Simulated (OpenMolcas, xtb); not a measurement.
# How methods differ on SiNH2F2 (SMILES [NH][SiH](F)F)

The species is SiNH2F2 (6 atoms), meant as a doublet with charge 0. As SMILES, `[NH][SiH](F)F`. The shape is that of a PBE0-D4/def2-TZVP optimisation. This is one conformer, not always the lowest.

```xyz
6

N    -0.0254    1.0017   -0.9037
Si    0.1880   -0.2449    0.2730
F     1.5787   -0.9414   -0.0047
F    -0.9086   -1.3902    0.2074
H    -0.9778    1.1567   -1.2365
H     0.1872    0.3541    1.6183
```

Quantity: the dipole moment, in D. The values are calculated.

| level | kind | program | value (D) | CPU time |
| --- | --- | --- | --- | --- |
| GFN2-xTB | semi-empirical | xtb | 2.17 | under 2 s |
| GFN0-xTB | semi-empirical | xtb | 7.06 | under 2 s |
| UHF/def2-SVPD | Hartree–Fock | OpenMolcas | 2.09 | 14 s |
| USVWN5/def2-SVPD | LDA | OpenMolcas | 1.87 | 24 s |
| U-revPBE/def2-SVPD | GGA | OpenMolcas | 1.79 | 42 s |
| UTPSS/def2-SVPD | meta-GGA | OpenMolcas | 1.80 | 55 s |
| UB3LYP/def2-SVPD | global hybrid | OpenMolcas | 1.91 | 45 s |

The values span 1.79 to 7.06 D. Times are those of the runs behind each value, whatever else they computed, on shared processors of several kinds: orders of magnitude only.
